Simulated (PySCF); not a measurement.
PySCF 2.14 output of an unrestricted PBE0 calculation on a single atom or ion in aug-cc-pCVTZ-DK with one added diffuse shell each of s, p, d, f type (9s8p6d4f, 91 functions), with scalar relativity by spin-free X2C-1e:

```
SCF conv_tol = 1e-09
number electrons alpha = 7  beta = 5
    C. Adamo and V. Barone.,  J. Chem. Phys. 110, 6158 (1999)
    M. Ernzerhof and G. E. Scuseria.,  J. Chem. Phys. 110, 5029 (1999)
cycle= 1 E= -241.585884088446  delta_E= -0.00438  |g|= 0.00834  |ddm|= 0.16
cycle= 2 E= -241.585892069164  delta_E= -7.98e-06  |g|= 0.00372  |ddm|= 0.00715
cycle= 3 E= -241.58589335883  delta_E= -1.29e-06  |g|= 0.000314  |ddm|= 0.00181
cycle= 4 E= -241.58589337703  delta_E= -1.82e-08  |g|= 2.12e-05  |ddm|= 0.000651
cycle= 5 E= -241.585893384012  delta_E= -6.98e-09  |g|= 1.56e-05  |ddm|= 0.000603
cycle= 6 E= -241.585893394244  delta_E= -1.02e-08  |g|= 1.06e-05  |ddm|= 0.00114
cycle= 7 E= -241.585893403582  delta_E= -9.34e-09  |g|= 6.25e-07  |ddm|= 0.00242
cycle= 8 E= -241.585893403608  delta_E= -2.61e-11  |g|= 8.43e-08  |ddm|= 0.00013
converged SCF energy = -241.585893403608  <S^2> = 2.0000082  2S+1 = 3.0000055
```

The run itself started from symmetry-adapted Hartree-Fock orbitals and held the occupation by maximum overlap, on a logarithmic radial grid, so the iterations belong to that start.

Question: Which element, charge and spin multiplicity is this?

Answer: Al⁺ (aluminium, charge +1), multiplicity 3; the state was [Ne] 3d2, high-spin 3F determinant (an excited configuration).

The outer electron is Rydberg-like, and this basis confines it to a smaller radius and binds it less than a complete one would.
